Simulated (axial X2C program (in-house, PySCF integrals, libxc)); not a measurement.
**CrAs: bond constants with and without spin–orbit coupling**

Calculated with an in-house all-electron X2C program for linear molecules (integrals from PySCF). Spin-free means the one-electron spin-free X2C Hamiltonian; two-component (2c) means X2C with spin–orbit coupling and atomic mean-field two-electron Coulomb and Gaunt terms, so the difference of the two also holds small scalar two-electron terms. Basis: As dyall-v3z [9s9p6d1f], Cr dyall-v3z [9s10p6d3f2g] (cores contracted in-house); Gaussian nuclei, density fitting, unrestricted open shells. Masses: As 74.922 u, Cr 51.941 u.

State, spin-free: M_S = 7/2, Λ = 0 (beyond evenly filled blocks: σα, 2 × π+α, 2 × π-α, δ+α, δ-α); electrons by block: σα: 14, σβ: 13, π+α: 7, π+β: 5, π-α: 7, π-β: 5, δ+α: 2, δ+β: 1, δ-α: 2, δ-β: 1. Fragments: As + Cr.

State, 2c: Ω = 3/2 (⟨Sz⟩ = 1.50, ⟨Lz⟩ = 0.00 at PBE0); electrons by block: 1/2: 20, -1/2: 19, 3/2: 7, -3/2: 8, 5/2: 2, -5/2: 1. Fragments: As + Cr.

```json
{"Hamiltonian": "spin-free", "level": "PBE0", "Re (Å)": "2.545", "ωe (cm⁻¹)": "240.7", "ωexe (cm⁻¹)": "0.793", "Be (cm⁻¹)": "0.08488", "αe (cm⁻¹)": "0.000393", "De (eV)": "1.13", "k (mdyn/Å)": "1.05", "μ (D)": "3.95"}
{"Hamiltonian": "spin-free", "level": "HF", "Re (Å)": "2.658", "ωe (cm⁻¹)": "207.8", "ωexe (cm⁻¹)": "0.78", "Be (cm⁻¹)": "0.07781", "αe (cm⁻¹)": "0.00038", "De (eV)": "-0.056", "k (mdyn/Å)": "0.78", "μ (D)": "6.12"}
{"Hamiltonian": "spin-free", "level": "MP2", "Re (Å)": "2.535", "ωe (cm⁻¹)": "248.4", "ωexe (cm⁻¹)": "0.624", "Be (cm⁻¹)": "0.08552", "αe (cm⁻¹)": "0.00039", "De (eV)": "0.796", "k (mdyn/Å)": "1.12", "μ (D)": "n/a"}
{"Hamiltonian": "spin-free", "level": "PW91", "Re (Å)": "2.541", "ωe (cm⁻¹)": "238.0", "ωexe (cm⁻¹)": "0.808", "Be (cm⁻¹)": "0.08511", "αe (cm⁻¹)": "0.000405", "De (eV)": "1.36", "k (mdyn/Å)": "1.02", "μ (D)": "3.00"}
{"Hamiltonian": "spin-free", "level": "BLYP", "Re (Å)": "2.583", "ωe (cm⁻¹)": "225.0", "ωexe (cm⁻¹)": "0.765", "Be (cm⁻¹)": "0.08239", "αe (cm⁻¹)": "0.000404", "De (eV)": "1.41", "k (mdyn/Å)": "0.915", "μ (D)": "2.81"}
{"Hamiltonian": "2c", "level": "PBE0", "Re (Å)": "2.338", "ωe (cm⁻¹)": "260.2", "ωexe (cm⁻¹)": "1.05", "Be (cm⁻¹)": "0.1006", "αe (cm⁻¹)": "0.000561", "De (eV)": "1.80", "k (mdyn/Å)": "1.22", "μ (D)": "3.88"}
{"Hamiltonian": "2c", "level": "PW91", "Re (Å)": "2.243", "ωe (cm⁻¹)": "296.4", "ωexe (cm⁻¹)": "1.17", "Be (cm⁻¹)": "0.1092", "αe (cm⁻¹)": "0.000616", "De (eV)": "2.40", "k (mdyn/Å)": "1.59", "μ (D)": "3.39"}
{"Hamiltonian": "2c", "level": "BLYP", "Re (Å)": "2.243", "ωe (cm⁻¹)": "300.0", "ωexe (cm⁻¹)": "1.21", "Be (cm⁻¹)": "0.1093", "αe (cm⁻¹)": "0.000624", "De (eV)": "2.53", "k (mdyn/Å)": "1.63", "μ (D)": "3.28"}
```

Correlated methods: 11 electrons correlated (number of frozen shells: As 3 s, 2 p, 1 d; Cr 3 s, 2 p), 265 virtual spin orbitals or spinors in MP2.

Dipoles are positive if Cr is the positive end.

The state is one determinant whose occupation by symmetry is held fixed; it was picked as the lowest of a PBE0 search that is not exhaustive. Dissociation energies refer to the lowest single-determinant-based atoms at the same level and basis. Density functionals use the spin component along the axis (collinear). PBE0 can misorder states that lie within some tenths of an eV, so this need not be the ground state of the molecule. The nearest other spin-free determinant of the search, M_S = 5/2, Λ = 0, lies 0.28 eV up at the distance of the search. With several unpaired electrons one determinant need not be a pure state. At some level and bond length an empty orbital lies below a filled one. This is the top spin component of a Σ state; components of lower Ω are not single determinants and can lie lower. The determinant is spin-polarised beyond a pure state at some levels (its spin-free form has ⟨S²⟩ too high), which makes Re and μ there less reliable.

The spin-free and the 2c determinant differ in configuration, so the two halves of the table describe two states.

No reliable constants came from HF (2c), MP2 (2c): no minimum in range, unconverged points, a curve that is not smooth, a change of character along it, or the two Hamiltonians disagreeing along it.

Rough cost a point (2c) on 1 thread(s) of a shared host, integrals apart: PBE0 1.4 s, PW91 0.8 s, BLYP 0.8 s.
